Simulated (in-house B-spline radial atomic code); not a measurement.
Whole-atom quantities along the 30-electron series, configuration [Ar] 3d10 4s2. Breit and QED terms are first order and not part of the total energy; the density at the nucleus is averaged over the nuclear charge. Computed with a radial B-spline atomic code at the basis-set limit: Dirac-Hartree-Fock, average of the configuration, finite nuclei.

```json
{"ion": "In19+", "Z": "49", "E/Z² (Eh)": "-2.3879", "Σ<r²> (bohr²)": "3.626", "n(0)/Z³ (bohr⁻³)": "1.4305", "Lamb diamagnetic shielding (ppm)": "4821.78", "repulsion over attraction": "0.11611", "Breit energy (eV)": "109.61", "self-energy (eV)": "84.726", "vacuum polarisation (eV)": "-10.652", "Dirac less non-relativistic energy (Eh)": "-139.75"}
{"ion": "Sn20+", "Z": "50", "E/Z² (Eh)": "-2.4034", "Σ<r²> (bohr²)": "3.4076", "n(0)/Z³ (bohr⁻³)": "1.4703", "Lamb diamagnetic shielding (ppm)": "4946.25", "repulsion over attraction": "0.11406", "Breit energy (eV)": "117.33", "self-energy (eV)": "91", "vacuum polarisation (eV)": "-11.615", "Dirac less non-relativistic energy (Eh)": "-152.58"}
{"ion": "Sb21+", "Z": "51", "E/Z² (Eh)": "-2.4186", "Σ<r²> (bohr²)": "3.2085", "n(0)/Z³ (bohr⁻³)": "1.5122", "Lamb diamagnetic shielding (ppm)": "5071.49", "repulsion over attraction": "0.11207", "Breit energy (eV)": "125.43", "self-energy (eV)": "97.614", "vacuum polarisation (eV)": "-12.647", "Dirac less non-relativistic energy (Eh)": "-166.31"}
{"ion": "Te22+", "Z": "52", "E/Z² (Eh)": "-2.4334", "Σ<r²> (bohr²)": "3.0264", "n(0)/Z³ (bohr⁻³)": "1.5542", "Lamb diamagnetic shielding (ppm)": "5197.54", "repulsion over attraction": "0.11013", "Breit energy (eV)": "133.9", "self-energy (eV)": "104.58", "vacuum polarisation (eV)": "-13.753", "Dirac less non-relativistic energy (Eh)": "-180.98"}
{"ion": "I23+", "Z": "53", "E/Z² (Eh)": "-2.448", "Σ<r²> (bohr²)": "2.8593", "n(0)/Z³ (bohr⁻³)": "1.601", "Lamb diamagnetic shielding (ppm)": "5324.43", "repulsion over attraction": "0.10824", "Breit energy (eV)": "142.77", "self-energy (eV)": "111.91", "vacuum polarisation (eV)": "-14.938", "Dirac less non-relativistic energy (Eh)": "-196.65"}
{"ion": "Xe24+", "Z": "54", "E/Z² (Eh)": "-2.4623", "Σ<r²> (bohr²)": "2.7056", "n(0)/Z³ (bohr⁻³)": "1.6482", "Lamb diamagnetic shielding (ppm)": "5452.19", "repulsion over attraction": "0.1064", "Breit energy (eV)": "152.03", "self-energy (eV)": "119.63", "vacuum polarisation (eV)": "-16.204", "Dirac less non-relativistic energy (Eh)": "-213.35"}
{"ion": "Cs25+", "Z": "55", "E/Z² (Eh)": "?", "Σ<r²> (bohr²)": "?", "n(0)/Z³ (bohr⁻³)": "?", "Lamb diamagnetic shielding (ppm)": "?", "repulsion over attraction": "?", "Breit energy (eV)": "?", "self-energy (eV)": "?", "vacuum polarisation (eV)": "?", "Dirac less non-relativistic energy (Eh)": "?"}
{"ion": "Ba26+", "Z": "56", "E/Z² (Eh)": "-2.49", "Σ<r²> (bohr²)": "2.4329", "n(0)/Z³ (bohr⁻³)": "1.7503", "Lamb diamagnetic shielding (ppm)": "5710.44", "repulsion over attraction": "0.10287", "Breit energy (eV)": "171.8", "self-energy (eV)": "136.25", "vacuum polarisation (eV)": "-19.005", "Dirac less non-relativistic energy (Eh)": "-250.08"}
{"ion": "La27+", "Z": "57", "E/Z² (Eh)": "?", "Σ<r²> (bohr²)": "?", "n(0)/Z³ (bohr⁻³)": "?", "Lamb diamagnetic shielding (ppm)": "?", "repulsion over attraction": "?", "Breit energy (eV)": "?", "self-energy (eV)": "?", "vacuum polarisation (eV)": "?", "Dirac less non-relativistic energy (Eh)": "?"}
{"ion": "Ce28+", "Z": "58", "E/Z² (Eh)": "?", "Σ<r²> (bohr²)": "?", "n(0)/Z³ (bohr⁻³)": "?", "Lamb diamagnetic shielding (ppm)": "?", "repulsion over attraction": "?", "Breit energy (eV)": "?", "self-energy (eV)": "?", "vacuum polarisation (eV)": "?", "Dirac less non-relativistic energy (Eh)": "?"}
{"ion": "Pr29+", "Z": "59", "E/Z² (Eh)": "-2.53", "Σ<r²> (bohr²)": "2.0942", "n(0)/Z³ (bohr⁻³)": "1.9235", "Lamb diamagnetic shielding (ppm)": "6105.19", "repulsion over attraction": "0.097916", "Breit energy (eV)": "204.74", "self-energy (eV)": "164.44", "vacuum polarisation (eV)": "-23.955", "Dirac less non-relativistic energy (Eh)": "-314.3"}
{"ion": "Nd30+", "Z": "60", "E/Z² (Eh)": "-2.543", "Σ<r²> (bohr²)": "1.9966", "n(0)/Z³ (bohr⁻³)": "1.9865", "Lamb diamagnetic shielding (ppm)": "6238.88", "repulsion over attraction": "0.096347", "Breit energy (eV)": "216.63", "self-energy (eV)": "174.76", "vacuum polarisation (eV)": "-25.828", "Dirac less non-relativistic energy (Eh)": "-338.37"}
{"ion": "Pm31+", "Z": "61", "E/Z² (Eh)": "-2.5558", "Σ<r²> (bohr²)": "1.9055", "n(0)/Z³ (bohr⁻³)": "2.0497", "Lamb diamagnetic shielding (ppm)": "6373.68", "repulsion over attraction": "0.094817", "Breit energy (eV)": "229", "self-energy (eV)": "185.59", "vacuum polarisation (eV)": "-27.823", "Dirac less non-relativistic energy (Eh)": "-363.87"}
{"ion": "Sm32+", "Z": "62", "E/Z² (Eh)": "-2.5684", "Σ<r²> (bohr²)": "1.8203", "n(0)/Z³ (bohr⁻³)": "2.1086", "Lamb diamagnetic shielding (ppm)": "6509.6", "repulsion over attraction": "0.093325", "Breit energy (eV)": "241.86", "self-energy (eV)": "196.93", "vacuum polarisation (eV)": "-29.944", "Dirac less non-relativistic energy (Eh)": "-390.84"}
{"ion": "Eu33+", "Z": "63", "E/Z² (Eh)": "-2.5809", "Σ<r²> (bohr²)": "1.7406", "n(0)/Z³ (bohr⁻³)": "2.1792", "Lamb diamagnetic shielding (ppm)": "6646.76", "repulsion over attraction": "0.091868", "Breit energy (eV)": "255.23", "self-energy (eV)": "208.8", "vacuum polarisation (eV)": "-32.206", "Dirac less non-relativistic energy (Eh)": "-419.39"}
```

Q: Fill in the row of Cs25+.

A: E/Z² (Eh): -2.4763; Σ<r²> (bohr²): 2.5639; n(0)/Z³ (bohr⁻³): 1.6986; Lamb diamagnetic shielding (ppm): 5580.85; repulsion over attraction: 0.10461; Breit energy (eV): 161.71; self-energy (eV): 127.74; vacuum polarisation (eV): -17.558; Dirac less non-relativistic energy (Eh): -231.15.

Q: Fill in the row of La27+.

A: E/Z² (Eh): -2.5036; Σ<r²> (bohr²): 2.3116; n(0)/Z³ (bohr⁻³): 1.8055; Lamb diamagnetic shielding (ppm): 5841.01; repulsion over attraction: 0.10118; Breit energy (eV): 182.33; self-energy (eV): 145.2; vacuum polarisation (eV): -20.549; Dirac less non-relativistic energy (Eh): -270.22.

Q: Fill in the row of Ce28+.

A: E/Z² (Eh): -2.5169; Σ<r²> (bohr²): 2.1989; n(0)/Z³ (bohr⁻³): 1.8628; Lamb diamagnetic shielding (ppm): 5972.58; repulsion over attraction: 0.099526; Breit energy (eV): 193.31; self-energy (eV): 154.59; vacuum polarisation (eV): -22.197; Dirac less non-relativistic energy (Eh): -291.61.

Q: With what power of Z does the column «Breit energy (eV)» change over this range?

A: A fit of the logarithm of its size against log Z from Z = 49 to 63 has slope 3.36.
